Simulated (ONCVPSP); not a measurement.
## Pseudopotential generation for titanium (Ti): ONCV, PBE, scalar-relativistic.

| Item | Value |
| --- | --- |
| Element | Ti |
| Generator | ONCVPSP 4.0.1 |
| Type | optimised norm-conserving Vanderbilt (ONCV) |
| Functional | PBE |
| Relativity | scalar-relativistic |
| Frozen core | [Ne] |
| Valence charge | 12 |
| Reference configuration | 3s2 3p6 3d2 4s2 |
| Partial waves | 3s+4s: rc 1.80 bohr, ncon 4, nbas 9, qcut 5.2 1/bohr, 2 projectors; 3p: rc 1.55 bohr, ncon 3, nbas 6, qcut 9.4 1/bohr, 3 projectors, debl 0.6 Ha; 3d: rc 1.55 bohr, ncon 5, nbas 10, qcut 10.5 1/bohr, 2 projectors, debl 1.7 Ha |
| Local potential | polynomial inside 1.15 bohr (lpopt 5, dvloc0 1 Ha) |
| Core correction | Teter function, fcfact 4, rcfact 1.2 |

In the p channel the program set the typed energies aside and used -1.428, 0.250, 0.850 Ha.

All-electron outer shells of the reference configuration (PBE, scalar-relativistic, ld1.x):

| shell | level (eV) | outermost node (bohr) | outermost maximum (bohr) |
| --- | --- | --- | --- |
| 2p | -444.26 | – | 0.22 |
| 3s | -62.63 | 0.40 | 0.87 |
| 3p | -38.86 | 0.37 | 0.90 |
| 4s | -4.47 | 1.24 | 2.92 |
| 3d | -4.26 | – | 0.98 |

Results:

| Quantity | Value |
| --- | --- |
| Cutoffs needed | 41 Ha and 47 Ha (the cutoffs (Ha) at which the residual kinetic energy of the hardest occupied pseudo-wave falls to 1 and 0.1 mHa per electron) |
| Ghost test | no bound ghost flagged; no localised positive-energy state flagged |
| Largest excitation error | +23 meV (all-electron minus pseudo) for 3s2 3p6 3d1 4s2, out of 4 test configurations |
| rms error of d²Exc/dni dnj | 2.39 mHa without and 1.04 mHa with the model core |

Generation and tests took about 3.6 s on one core of a shared server CPU.
